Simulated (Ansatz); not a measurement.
Ansatz (a quantum-chemistry and plane-wave program) input (B3LYP-D3(BJ)/def2-TZVP):

Ansatz 0.2 input:
```yaml
crystal:
  periodic: [false, false, false]
  atoms:
    - {symbol: Cl, position_ang: [2.12319188, 0.70400247, -0.00579991]}
    - {symbol: C, position_ang: [0.92876181, -0.56398249, -0.03995517]}
    - {symbol: C, position_ang: [-0.31783569, -0.25034030, -0.00878581]}
    - {symbol: Cl, position_ang: [-1.18928812, 1.47372283, 0.07461158]}
    - {symbol: Cl, position_ang: [-1.55379975, -1.44041895, -0.03927122]}
basis:
  gaussian:
    orbitals: def2-TZVP
hamiltonian:
  xc: b3lyp
  dispersion: d3bj
total_charge: -1
relax: {f_tol: 0.002, max_steps: 150}
```

Output:

```
Functional definition: B3LYP
integrals: 0.10 GiB planned
1149 factors; their error is unknown
mean field: 0.89 GiB planned
mean field evaluation 1: about -39640.1047 eV, gradient 4.2e1 eV
mean field evaluation 2: about -39620.5468 eV, gradient 8.8e1 eV
mean field evaluation 4: about -39643.8914 eV, gradient 8.4e0 eV
mean field evaluation 8: about -39644.0569 eV, gradient 1.6e-1 eV
mean field evaluation 16: about -39644.1508 eV, gradient 2.0e-4 eV
mean field -39644.15081198 eV, -1456.8956705698 hartree, gradient 6.0e-5 eV, S^2 0.000000; 0 other end points of the search recorded, 0 dependent functions left out
the calculation of the forces begins
reference -39644.15105666 eV, -1456.8956795614 hartree; 32, 32 occupied and 141, 141 virtual orbitals, 1149 factors
relax step   1: F+E_penalty+E_count = -39644.46842280 eV  Δ(F+E_penalty+E_count) = +0.000e0 eV  max|allowed force component| = 1.185e0 eV/Å  Δτ_max = 0.0000 Å  (29 SCF iters, accepted)
these checks for a lower state are left out or cut short: starts, cluster_reference, orbital_swaps, neighbouring_geometries, increment
integrals: 0.10 GiB planned
1149 factors; their error is unknown
mean field: 0.89 GiB planned
mean field -39644.20107116 eV, -1456.8975175606 hartree, gradient 2.7e-5 eV, S^2 0.000000; 0 other end points of the search recorded, 0 dependent functions left out
the calculation of the forces begins
reference -39644.20131613 eV, -1456.8975265631 hartree; 32, 32 occupied and 141, 141 virtual orbitals, 1149 factors
relax step   2: F+E_penalty+E_count = -39644.51884926 eV  Δ(F+E_penalty+E_count) = -5.043e-2 eV  max|allowed force component| = 7.290e-1 eV/Å  Δτ_max = 0.0383 Å  (33 SCF iters, accepted)
these checks for a lower state are left out or cut short: starts, cluster_reference, orbital_swaps, neighbouring_geometries, increment
integrals: 0.10 GiB planned
1149 factors; their error is unknown
mean field: 0.89 GiB planned
mean field evaluation 32: about -39644.2245 eV, gradient 1.4e-5 eV
mean field -39644.22452886 eV, -1456.8983796151 hartree, gradient 1.4e-5 eV, S^2 0.000000; 0 other end points of the search recorded, 0 dependent functions left out
the calculation of the forces begins
reference -39644.22477380 eV, -1456.8983886165 hartree; 32, 32 occupied and 141, 141 virtual orbitals, 1149 factors
relax step   3: F+E_penalty+E_count = -39644.54384673 eV  Δ(F+E_penalty+E_count) = -2.500e-2 eV  max|allowed force component| = 6.432e-1 eV/Å  Δτ_max = 0.0459 Å  (34 SCF iters, accepted)
these checks for a lower state are left out or cut short: starts, cluster_reference, orbital_swaps, neighbouring_geometries, increment
integrals: 0.10 GiB planned
1149 factors; their error is unknown
mean field: 0.89 GiB planned
mean field -39644.24017542 eV, -1456.8989546155 hartree, gradient 1.5e-5 eV, S^2 0.000000; 0 other end points of the search recorded, 0 dependent functions left out
the calculation of the forces begins
reference -39644.24042040 eV, -1456.8989636185 hartree; 32, 32 occupied and 141, 141 virtual orbitals, 1149 factors
relax step   4: F+E_penalty+E_count = -39644.56079079 eV  Δ(F+E_penalty+E_count) = -1.694e-2 eV  max|allowed force component| = 3.848e-1 eV/Å  Δτ_max = 0.0329 Å  (34 SCF iters, accepted)
these checks for a lower state are left out or cut short: starts, cluster_reference, orbital_swaps, neighbouring_geometries, increment
integrals: 0.10 GiB planned
1149 factors; their error is unknown
mean field: 0.89 GiB planned
mean field -39644.24725228 eV, -1456.8992146853 hartree, gradient 1.2e-5 eV, S^2 0.000000; 0 other end points of the search recorded, 0 dependent functions left out
the calculation of the forces begins
reference -39644.24749726 eV, -1456.8992236882 hartree; 32, 32 occupied and 141, 141 virtual orbitals, 1149 factors
relax step   5: F+E_penalty+E_count = -39644.56819726 eV  Δ(F+E_penalty+E_count) = -7.406e-3 eV  max|allowed force component| = 1.157e-1 eV/Å  Δτ_max = 0.0259 Å  (34 SCF iters, accepted)
these checks for a lower state are left out or cut short: starts, cluster_reference, orbital_swaps, neighbouring_geometries, increment
integrals: 0.10 GiB planned
1149 factors; their error is unknown
mean field: 0.89 GiB planned
mean field -39644.24939978 eV, -1456.8992936046 hartree, gradient 2.4e-5 eV, S^2 0.000000; 0 other end points of the search recorded, 0 dependent functions left out
the calculation of the forces begins
reference -39644.24964477 eV, -1456.8993026077 hartree; 32, 32 occupied and 141, 141 virtual orbitals, 1149 factors
relax step   6: F+E_penalty+E_count = -39644.57027795 eV  Δ(F+E_penalty+E_count) = -2.081e-3 eV  max|allowed force component| = 2.258e-2 eV/Å  Δτ_max = 0.0119 Å  (33 SCF iters, accepted)
these checks for a lower state are left out or cut short: starts, cluster_reference, orbital_swaps, neighbouring_geometries, increment
integrals: 0.10 GiB planned
1149 factors; their error is unknown
mean field: 0.89 GiB planned
mean field -39644.24936780 eV, -1456.8992924291 hartree, gradient 2.4e-5 eV, S^2 0.000000; 0 other end points of the search recorded, 0 dependent functions left out
the calculation of the forces begins
reference -39644.24961276 eV, -1456.8993014314 hartree; 32, 32 occupied and 141, 141 virtual orbitals, 1149 factors
relax step   7: F+E_penalty+E_count = -39644.57030640 eV  Δ(F+E_penalty+E_count) = -2.845e-5 eV  max|allowed force component| = 3.763e-3 eV/Å  Δτ_max = 0.0019 Å  (36 SCF iters, accepted)
these checks for a lower state are left out or cut short: starts, cluster_reference, orbital_swaps, neighbouring_geometries, increment
integrals: 0.10 GiB planned
1149 factors; their error is unknown
mean field: 0.89 GiB planned
mean field evaluation 64: about -39644.2494 eV, gradient 3.8e-5 eV
mean field -39644.24935160 eV, -1456.8992918340 hartree, gradient 3.8e-5 eV, S^2 0.000000; 0 other end points of the search recorded, 0 dependent functions left out
the calculation of the forces begins
reference -39644.24959657 eV, -1456.8993008365 hartree; 32, 32 occupied and 141, 141 virtual orbitals, 1149 factors
relax step   8: F+E_penalty+E_count = -39644.57030798 eV  Δ(F+E_penalty+E_count) = -1.575e-6 eV  max|allowed force component| = 1.053e-3 eV/Å  Δτ_max = 0.0006 Å  (22 SCF iters, accepted)
integrals: 0.10 GiB planned
1149 factors; their error is unknown
mean field: 0.89 GiB planned
mean field -39644.24935160 eV, -1456.8992918340 hartree, gradient 3.8e-5 eV, S^2 0.000000; 1 other end points of the search recorded, 0 dependent functions left out
the calculation of the forces begins
reference -39644.24959657 eV, -1456.8993008365 hartree; 32, 32 occupied and 141, 141 virtual orbitals, 1149 factors
Total energy: -39644.57055295 eV, -1456.9110957658 hartree
Atom 0 at     2.092975     0.788239    -0.001926 Å, force     0.001053     0.000505     0.000025 eV/Å
Atom 1 at     0.937672    -0.602739    -0.041694 Å, force    -0.000593    -0.000257     0.000074 eV/Å
Atom 2 at    -0.331821    -0.230287    -0.007713 Å, force    -0.000265    -0.000699    -0.000258 eV/Å
Atom 3 at    -1.090663     1.420827     0.070903 Å, force    -0.000368     0.000300     0.000079 eV/Å
Atom 4 at    -1.617133    -1.453056    -0.038771 Å, force     0.000174     0.000152     0.000080 eV/Å
Dipole moment:    -0.487458     0.283219     0.018755 e Å
```

It need not be the lowest isomer of its formula. Whether it binds its extra electron was not tested at this geometry.
